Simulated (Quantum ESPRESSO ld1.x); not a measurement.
Task: W50+, 24 electrons, occupied as [Ar] 3d6. Calculated with ld1.x of Quantum ESPRESSO 7.5: scalar-relativistic Kohn-Sham, LDA (Slater exchange, VWN5 correlation), spin-polarised, spherical densities, point nucleus; open shells are filled with parallel spins first. Some entries of the table are withheld. Estimate them.

| orbital | occ. | eigenvalue (hartree) | <r> (bohr) |
|---|---|---|---|
| 1s up | 1 | -2663.12 | 0.01835 |
| 1s down | 1 | -2663.10 | 0.01835 |
| 2s up | 1 | -549.562 | 0.07729 |
| 2s down | 1 | -548.858 | 0.07724 |
| 2p up | 3 | -494.819 | 0.06911 |
| 2p down | 3 | -494.244 | 0.06905 |
| 3s up | 1 | (1) | 0.1933 |
| 3s down | 1 | (2) | 0.1936 |
| 3p up | 3 | -184.151 | 0.1915 |
| 3p down | 3 | -183.380 | 0.1918 |
| 3d up | 5 | -167.352 | 0.1709 |
| 3d down | 1 | -166.404 | 0.1713 |

Result: 
(1) 3s up eigenvalue (hartree): -200.429
(2) 3s down eigenvalue (hartree): -199.661
